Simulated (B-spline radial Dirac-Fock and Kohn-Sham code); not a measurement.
# 3d5/2 emission of Hf⁺

System: Hf⁺, configuration [Xe] 4f14 5d1 6s2.

Input of the calculation (task.json; shells as n, l, electrons):

```json
{"items": [{
  "Z": 72,
  "q": 1,
  "cfg": [[1, 0, 2], [2, 0, 2], [2, 1, 6], [3, 0, 2], [3, 1, 6], [3, 2, 10], [4, 0, 2], [4, 1, 6], [4, 2, 10], [4, 3, 14], [5, 0, 2], [5, 1, 6], [5, 2, 1], [6, 0, 2]],
  "A": 180,
  "rrms": 5.347,
  "do": ["binding", "quiet", "decay"],
  "holes": ["K", "L1", "L2", "L3", "M1", "M2", "M3", "M4", "M5", "N1", "N2", "N3", "N4", "N5", "N6", "N7"]
}]}
```

Launch: `python xray_run.py task.json out`

Method: independent-particle radiative and Coulomb Auger rates from relativistic LDA hole-state orbitals, with Dirac-Fock energies. Computed with a radial B-spline solver.

```
 line  multipole  energy (eV)  width (meV)  share (%)
M5-N3         E1       1275.5         1.14       4.05
M5-O3         E1       1630.8        0.161      0.573
M5-N6         E1       1646.1         1.31       4.66
M5-N7         E1       1647.7         25.5       90.7
```

The listed lines hold 100.0 % of the radiative rate. The radiative width is 0.0281 eV in the length form and 0.0283 eV in the velocity form; the two differ because the transition energies are not eigenvalue differences of the potential that gave the orbitals.
